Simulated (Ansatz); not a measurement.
Calculated with Ansatz (gas phase, PBE0-D4/def2-TZVP geometries, no zero-point term in ΔE). CCSD(T)/CBS adds triple-zeta CCSD(T) − MP2 to the extrapolated MP2 energy (def2 sets, frozen cores). This one scheme is used for every species. DFT in def2-TZVPP. B3LYP here is the variant with VWN-RPA as its local correlation; programs differ in this. For Ga outer-core shells are correlated without core-valence functions, which leaves a few kJ/mol of doubt a bond. Scalar relativity is left out up to krypton. One conformer a species, not always the lowest.

Consider the ligand exchange at a Ga–S bond: `[OH][Ga]([SH])[Cl]` + HCl → `[OH][Ga]([Cl])[Cl]` + H₂S.

```csv
level,ΔE (kJ/mol),difference from CCSD(T)/CBS
PBE-D4,-14.5,3.4
r2SCAN-D4,-19.2,-1.3
PBE0-D4,-17.2,0.7
B3LYP-D4,-19.4,-1.5
ωB97X-V,-22.2,-4.3
ωB97M-V,-21.0,-3.1
B2PLYP,-21.5,-3.6
PBE,-16.0,1.9
r2SCAN,-19.5,-1.6
PBE0,-18.6,-0.7
B3LYP,-21.9,-4.0
HF/def2-TZVPP,-33.7,-15.8
MP2/def2-TZVPP,-18.8,-0.9
SCS-MP2/def2-TZVPP,-21.7,-3.8
CCSD/def2-TZVPP,-21.7,-3.8
CCSD(T)/def2-TZVPP,-19.8,-1.9
HF/def2-QZVPP,-34.3,-16.4
MP2/def2-QZVPP,-17.8,0.1
SCS-MP2/def2-QZVPP,-21.0,-3.1
HF/CBS(def2),-34.4,-16.5
MP2/CBS(def2),-16.8,1.1
CCSD/CBS(def2),-19.7,-1.8
CCSD(T)/CBS,-17.9,0
```

Largest T1 diagnostic among the species: 0.013.

In def2-TZVPP, CCSD(T) changes the Hartree–Fock value by +13.9 kJ/mol (the triples alone add +1.9 kJ/mol) and MP2 by +15.0 kJ/mol.
